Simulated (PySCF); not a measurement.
C2H8F2Si2, SMILES CC([SiH2]F)[SiH2]F.

Coordinates come from a B3LYP-D3(BJ)/def2-SVP optimisation. The structure was generated by enumeration, and PubChem lists no compound with its InChIKey, so it may never have been made. The values are those of a single conformer.

Two levels are set side by side: TDDFT-PBE/def2-SVPD (PySCF) and TDDFT-B3LYP/def2-SVPD (PySCF). Vertical, same geometry. The lowest singlet is HOMO→LUMO 99 % with PBE and HOMO→LUMO 98 % with the other functional; states are paired by order. Differences are taken from unrounded values.

```csv
quantity,TDDFT-B3LYP
lowest singlet excitation (eV),6.89
lowest triplet excitation (TDA) (eV),6.56
first bright state (f over 0.05) (eV),8.39
its oscillator strength,0.24
```

Question: What does TDDFT-PBE give, and how far is it from TDDFT-B3LYP? (Estimate from the structure and the level; the computed values follow.)

Answer: 
| quantity | TDDFT-PBE | TDDFT-PBE minus TDDFT-B3LYP |
|---|---|---|
| lowest singlet excitation (eV) | 6.30 | -0.59 |
| lowest triplet excitation (TDA) (eV) | 5.99 | -0.57 |
| first bright state (f over 0.05) (eV) | 7.84 | -0.55 |
| its oscillator strength | 0.07 | -0.18 |

A lower first singlet is the usual sign of a functional without exact exchange. Differences between two approximate levels are no errors against the true value.

Rough cost on one machine, each run with all the roots and properties that it gave: TDDFT-B3LYP against TDDFT-PBE about 4 times.
